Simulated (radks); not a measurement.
Results of a calculation; reference values are marked as such.
Task: Lu3+, configuration [Xe] 4f14. Code: a radial shooting solver on a logarithmic mesh with Libxc functionals. Model: non-relativistic Kohn-Sham, PBE, spin-polarised, spherical densities, point nucleus; relativity is left out, which matters for an element this heavy. Some entries of the table are withheld. Estimate them.

| orbital | occ. | eigenvalue (eV) | <r> (bohr) | <1/r> (bohr^-1) |
|---|---|---|---|---|
| 1s | 2 | -58491.96 | 0.02134 | 70.45 |
| 2s | 2 | -9539.674 | 0.09036 | 16.48 |
| 2p | 6 | (1) | 0.07648 | 16.51 |
| 3s | 2 | -2162.808 | 0.2305 | 6.307 |
| 3p | 6 | -1973.467 | 0.2204 | 6.254 |
| 3d | 10 | -1620.678 | (2) | 6.171 |
| 4s | 2 | (3) | 0.5174 | (4) |
| 4p | 6 | -360.2500 | 0.5268 | 2.606 |
| 4d | 10 | -219.9740 | 0.5501 | 2.399 |
| 5s | 2 | -76.8315 | 1.270 | 1.029 |
| 5p | 6 | (5) | 1.417 | 0.9129 |
| 4f | 14 | -41.4476 | 0.6883 | 1.885 |

Result: 
(1) 2p eigenvalue (eV): -9126.511
(2) 3d <r> (bohr): 0.1939
(3) 4s eigenvalue (eV): -437.7596
(4) 4s <1/r> (bohr^-1): 2.701
(5) 5p eigenvalue (eV): -55.8007
